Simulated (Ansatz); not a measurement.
C₃H₆Si, SMILES `C=C=C[SiH3]`. Total charge 0; spin multiplicity 1. All single points use the PBE0-D4/def2-TZVP geometry.

```xyz
10

C    -2.096   -0.367    0.540
C    -1.040   -0.053   -0.150
C     0.040    0.254   -0.807
Si    1.719    0.167   -0.010
H    -2.637    0.382    1.108
H    -2.468   -1.386    0.560
H    -0.053    0.568   -1.846
H     2.371    1.504   -0.029
H     2.596   -0.774   -0.757
H     1.568   -0.295    1.392
```

Problem. What is the dipole moment at r2SCAN/def2-TZVPP? (Estimate.)

Solution. Computed: 0.57 D, with components (-0.55, -0.01, -0.15) D in this frame, pointing from negative to positive charge.

Problem. And with PBE, B3LYP, ωB97M-V? (Best estimate.)

Solution. Ansatz gave: PBE 0.55 D, B3LYP 0.54 D, ωB97M-V 0.58 D.

Problem. Give the Mulliken charges with r2SCAN, B3LYP, ωB97M-V in def2-TZVPP. (Best estimate.)

Solution. The calculation gave: 
```
atom  r2SCAN  B3LYP  ωB97M-V
  C1   -0.23  -0.25    -0.23
  C2    0.09   0.04     0.01
  C3   -0.30  -0.26    -0.28
 Si4    0.35   0.32     0.22
  H5    0.11   0.12     0.12
  H6    0.11   0.12     0.12
  H7    0.09   0.11     0.12
  H8   -0.07  -0.07    -0.03
  H9   -0.07  -0.07    -0.03
 H10   -0.07  -0.06    -0.02
```

B3LYP here is the variant with VWN-RPA as its local correlation; programs differ in this.
